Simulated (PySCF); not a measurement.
**[La(H2O)2]3+ at several levels of theory**

Computed with PySCF 2.14.0 (density fitting, no spin-orbit coupling) at the geometry relaxed with B3LYP:

```xyz
7
[La(H2O)2]3+ (singlet)
La   -0.8697   -0.8697   -0.0227
O     0.1020    0.1017    1.9235
H     0.8020    0.8016    1.9945
H    -0.1029   -0.1034    2.8737
O     0.1553    0.1557   -1.9187
H     0.9570   -0.1400   -2.4252
H    -0.1404    0.9574   -2.4250
```

```csv
level,basis,state,HOMO (eV),gap (eV),charge on La1 (e),population of f-type functions on La1 (core shells left out),dipole about the centre of mass (D),largest force component (eV/Å)
B3LYP,"La def2-SVP with ECP46, O def2-SVP, H def2-SVP",singlet,-25.36,6.99,2.26,0.08,2.54,0.01
PBE0,the same,singlet,-25.68,7.60,2.28,0.08,2.48,0.15
B3LYP,"La def2-TZVP with ECP46, O def2-TZVP, H def2-TZVP",singlet,-25.42,7.05,2.40,0.07,2.49,0.32
B3LYP,"La x2c-SVPall, O x2c-SVPall, H x2c-SVPall",singlet,-25.44,6.86,2.28,0.09,2.55,0.42
```

Charges are Mulliken's, which hang on the basis. The relaxation used the grid (50, 194), these runs (75, 302) or, all-electron (x2c bases, spin-free X2C Hamiltonian), (99, 590).

(1) A further run in the first row's basis gives HOMO (eV) -24.20, gap (eV) 5.79, charge on La1 (e) 2.33, population of f-type functions on La1 (core shells left out) 0.07, dipole about the centre of mass (D) 2.38, largest force component (eV/Å) 0.20. Which level was it?
A. M06-L
B. PBE
C. wB97X

A frequency check found unstable modes (1, the lowest at -17 cm⁻¹), so the relaxed geometry is a saddle point, or these are noise.

Results:

(1) A. The others give HOMO -23.91 eV (PBE); -28.18 eV (wB97X).
